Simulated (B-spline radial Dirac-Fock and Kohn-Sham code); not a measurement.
## Characteristic X-ray lines: Rb

System: neutral rubidium, configuration 1s2 2s2 2p6 3s2 3p6 3d10 4s2 4p6 5p1 (an excited configuration).

These are calculated numbers from an atomic code on a B-spline grid; the model is Dirac-Fock energy differences between relaxed states, corrected for Breit and QED terms. A line energy is the difference of two single-hole energies; the list is a selection of electric-dipole transitions between resolved j subshells. No correlation.

```tsv
line	energy (keV)	wavelength (Å)
Kβ2'	15.185	0.81647
Kβ2''	15.185	0.81652
Kβ1	14.957	0.82892
Kβ3	14.948	0.82943
Kα1	13.394	0.92569
Kα2	13.334	0.92984
Lγ3	2.0577	6.0253
Lγ2	2.0568	6.0280
Lγ5	1.8309	6.7717
Lβ3	1.8296	6.7765
Lβ4	1.8204	6.8109
Lβ6	1.7712	7.0002
Lβ1	1.7541	7.0683
Lα1	1.6958	7.3112
Lα2	1.6943	7.3176
Lη	1.5396	8.0529
Lℓ	1.4799	8.3780
Mζ2	0.0966	128.41
Mζ1	0.0960	129.17
```
